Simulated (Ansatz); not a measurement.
Born–Oppenheimer molecular dynamics of AlCl3H2 (6 atoms, charge 0, multiplicity 1). It starts at the highest image of a converged band, a first-order saddle point between two minima.

Computed with RKS B3LYP/cc-pVDZ (Ansatz).

* ensemble: NVE (velocity Verlet)
* time step: 0.5 fs
* steps asked: 200
* starting velocities drawn for: 100 K
* seed: 7068

First frame:

```xyz
6
Properties=species:S:1:pos:R:3
Al 0.019 -0.443 -0.127
Cl 0.016 0.076 2.282
Cl 1.861 0.172 -0.972
Cl -1.849 0.103 -0.960
H 0.053 -1.925 0.614
H 0.044 -1.249 1.657
```

(1) How far do the bonds stretch over the last three quarters of this one trajectory? (Pairs bonded in most of those frames.)

Results:

(1) 
```csv
bond,mean (Å),spread (Å),shortest,longest
Al1–Cl3,2.153,0.020,2.11,2.19
Al1–Cl4,2.152,0.045,2.07,2.22
Al1–H5,1.577,0.028,1.53,1.64
Cl2–H6,1.305,0.020,1.27,1.36
```

Mean temperature of the second half: 520 K. The conserved energy stayed within 0.027 meV per atom of its start (net change -0.0017 meV per atom), so the integration is sound. The kinetic energy rose, since the run started high on the potential surface and went downhill. It ends in pieces (AlCl2H + ClH), so much of that is their flight and rotation, not heat. A run of 0.1 ps of so small a system gives no equilibrium averages. The orbitals stay closed-shell, which can raise the energy where a bond breaks towards radicals; this wasn't checked here.

The run took 5.6 min on 2 threads of Intel(R) Xeon(R) CPU @ 2.60GHz (Ice Lake), with other jobs on the host, peak memory 0.2 GiB.
